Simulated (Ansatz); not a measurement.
Ideal-gas functions of `[NH2][InH][Cl]` at 500 K and 1 bar, from an Ansatz frequency run at PBE0-D4/def2-TZVP.

Molar mass 167.3 g/mol, point group C1 (symmetry number 1), electronic degeneracy 1, moments of inertia 49.801, 181.413, 230.967 u Å². Harmonic wavenumbers (cm⁻¹, unscaled): 118, 272, 320, 350, 434, 453, 637, 750, 1546, 1907, 3590, 3700.

Use S(trans) = R[1.5 ln M + 2.5 ln T − 1.1517]; rotational temperatures θ = 24.2544 K / I; S(rot) = R[ln(√π/σ · √(T³/θAθBθC)) + 1.5]; for each mode x = 1.438777 ν̃/T, S = R[x/(eˣ − 1) − ln(1 − e⁻ˣ)] and H = RT x/(eˣ − 1); 1 cm⁻¹ = 0.0119627 kJ/mol; R = 8.31446 J/(mol·K).

**Question.** By hand: the entropy, in J/(mol·K).

**Answer.** Translation 183.5. Rotation: θ = 0.487, 0.1337, 0.105 K, giving 115.5. Vibration, mode by mode: 17.33, 10.56, 9.29, 8.60, 6.99, 6.68, 4.35, 3.36, 0.54, 0.22, 0.00, 0.00, in all 67.9. Electronic 0.0. Sum 366.9 J/(mol·K).

**Question.** By hand: H − E and G − E in kJ/mol, counted from the electronic energy.

**Answer.** Zero-point energy ½ × 14077 × 0.0119627 = 84.2; thermal vibration 18.2; translation, rotation and pV give 4 RT = 16.6. H − E = 119.0 kJ/mol, and G − E = 119.0 − 500 × 366.9/1000 = -64.4 kJ/mol.

Vibration gives 19 % of the entropy, 17.3 J/(mol·K) of it from the mode under 150 cm⁻¹: soft modes count most, and the harmonic formula is weakest for them. The sum counts one conformer and one mirror image; others add a mixing term.
